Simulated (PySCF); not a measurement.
CH₅BFN (SMILES CNBF), singlet, at a GFN2-xTB geometry.

The PySCF input:
```python
from pyscf import gto, scf, mcscf
import numpy

mol = gto.M(
    atom='''
B    -0.251995    0.762312    0.199311
F     0.424424    1.433173    1.138000
H    -1.173623    1.277239   -0.304616
N     0.188179   -0.507248   -0.115202
C    -0.361861   -1.427276   -1.081634
H     0.994188   -0.877345    0.369022
H    -0.683242   -2.353369   -0.597634
H     0.378336   -1.675838   -1.846824
H    -1.221590   -0.966413   -1.562282
''',
    basis='sto-3g',
    charge=0,
    spin=0,
    verbose=4,
)

mf = scf.RHF(mol)
mf.kernel()
mc = mcscf.CASSCF(mf, 6, 4)
mc.fix_spin_(ss=0.0)
mc.kernel()
occ = numpy.linalg.eigvalsh(mc.fcisolver.make_rdm1(mc.ci, mc.ncas, mc.nelecas))[::-1]
ss = mc.fcisolver.spin_square(mc.ci, mc.ncas, mc.nelecas)[0]
print('natural occupations', occ.round(4), ' <S^2>', round(ss, 4))
```

### Question
What is the computed nuclear repulsion energy (CASSCF(4,6)/STO-3G run with PySCF)?

### Answer
112.7950 Eh

### Question
Predict the SCF-reference HOMO energy from CASSCF(4,6)/STO-3G.

### Answer
-8.96 eV

### Question
What total energy does CASSCF(4,6)/STO-3G give?

### Answer
-216.5937 Eh

### Question
Estimate the SCF-reference Mulliken (on the basis functions themselves) charges in atom order that CASSCF(4,6)/STO-3G returns for this input.

### Answer
B1 0.44, F2 -0.22, H3 -0.09, N4 -0.44, C5 -0.07, H6 0.18, H7 0.06, H8 0.06, H9 0.08

### Question
What is the computed SCF-reference dipole moment (CASSCF(4,6)/STO-3G)?

### Answer
1.80 D
